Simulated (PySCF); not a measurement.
A PySCF script (with the pyscf-properties extension) for the NMR shieldings of `InChI=1S/C5H8F3P/c1-4(2)9-3-5(6,7)8/h9H,1,3H2,2H3/p+1`, on a GFN2-xTB geometry:

```python
import basis_set_exchange as bse
import numpy as np
from pyscf import gto, dft
from pyscf.prop import nmr

atoms = """
C    -1.774463    0.124620    1.421013
C    -1.255538   -0.047456    0.208357
C    -1.663335    0.657714   -1.046395
P     0.077011   -1.237903   -0.008183
C     1.628311   -0.498607   -0.633913
C     2.002445    0.617320    0.341601
F     1.294245    1.720474    0.101418
F     1.669805    0.220957    1.591391
F     3.281791    0.923186    0.331967
H    -2.579215    0.823579    1.581381
H    -1.420820   -0.406461    2.290446
H    -1.689343   -0.027872   -1.894405
H    -0.967793    1.465548   -1.277115
H    -2.649156    1.098806   -0.925497
H     0.363629   -1.908365    1.156366
H    -0.253684   -2.187539   -0.950615
H     2.428403   -1.247228   -0.659846
H     1.498949   -0.084455   -1.639629
"""
names = dict.fromkeys(["C", "P", "F", "H"], "pcSseg-1")
basis = {el: gto.basis.parse(bse.get_basis(n, elements=[el], fmt="nwchem")) for el, n in names.items()}
mol = gto.M(atom=atoms, basis=basis, charge=1, verbose=0)
mf = dft.RKS(mol, xc="PBE0")
mf.grids.level = 2
mf.grids.alignment = dft.numint.BLKSIZE   # the property module wants whole blocks of grid points
mf.conv_tol = 1e-9
mf.kernel()

calc = nmr.RKS(mf)   # GIAO
C = mf.mo_coeff
Co = C[:, mf.mo_occ > 0]
resp = mf.gen_response(singlet=True, hermi=2)
def vind(x):   # induced exchange potential for any number of trial vectors
    d = np.einsum("pi,xij,qj->xpq", C, 2 * x.reshape(-1, C.shape[1], Co.shape[1]), Co, optimize=True)
    return np.einsum("xpq,pi,qj->xij", resp(d - d.transpose(0, 2, 1)), C, Co, optimize=True).ravel()
mo1, _ = nmr.rhf.solve_mo1(calc, with_cphf=vind)
sigma = calc.kernel(mo1)
for i, s in enumerate(sigma):   # ppm
    w = np.linalg.eigvalsh((s + s.T) / 2)
    print("%2d %-2s iso %8.1f  s11 %8.1f  s22 %8.1f  s33 %8.1f" % (i, mol.atom_pure_symbol(i), w.mean(), *w))
```

Q: What are the results?

A: 
```
 0 C  iso     27.3  s11    -95.1  s22     23.0  s33    154.1
 1 C  iso     63.8  s11    -45.2  s22     87.3  s33    149.2
 2 C  iso    165.4  s11    148.9  s22    158.3  s33    189.0
 3 P  iso    370.2  s11    316.1  s22    353.4  s33    441.2
 4 C  iso    155.4  s11    134.9  s22    148.7  s33    182.5
 5 C  iso     56.8  s11     49.8  s22     56.7  s33     64.0
 6 F  iso    239.1  s11    159.6  s22    234.4  s33    323.2
 7 F  iso    234.0  s11    157.4  s22    232.8  s33    311.8
 8 F  iso    241.7  s11    168.5  s22    235.6  s33    321.1
 9 H  iso     24.3  s11     20.5  s22     23.6  s33     28.7
10 H  iso     24.5  s11     19.4  s22     24.1  s33     30.1
11 H  iso     29.8  s11     25.3  s22     28.5  s33     35.6
12 H  iso     29.0  s11     23.9  s22     29.1  s33     34.0
13 H  iso     28.6  s11     24.2  s22     26.1  s33     35.5
14 H  iso     25.5  s11     21.4  s22     23.5  s33     31.5
15 H  iso     25.7  s11     21.7  s22     23.0  s33     32.5
16 H  iso     28.2  s11     23.7  s22     26.4  s33     34.4
17 H  iso     28.1  s11     24.8  s22     26.3  s33     33.3
```

These numbers come from an equivalent density-fitted implementation of the same equations, which agrees with the script to about 0.01 ppm for H and up to a few tenths of a ppm for heavy atoms, so last digits may differ.

Q: Turn these shieldings into chemical shifts. Shifts are taken against calculated references (same method and geometry level): ¹³C (σ = 186.93 ppm) and ¹H (σ = 31.72 ppm) against TMS; ³¹P (σ = 318.38 ppm) vs H3PO4; ¹⁹F (σ = 170.95 ppm) against CFCl3.

A: Averaging equivalent atoms: C 0: 159.6; C 5: 130.1; C 1: 123.2; C 4: 31.5; C 2: 21.5; P 3: -51.9; F 6/7/8: -67.3; H 9: 7.45; H 10: 7.18; H 14/15: 6.11; H 16/17: 3.57; H 11/12/13: 2.57 ppm. Unscaled 19F shifts against computed CFCl3 carry errors that often reach 10 to 50 ppm. Experimental scales use liquid or dissolved standards, which lie at an offset from isolated H3PO4.

Size and cost of the density-fitted run: 205 basis functions, roughly 90 core-seconds.
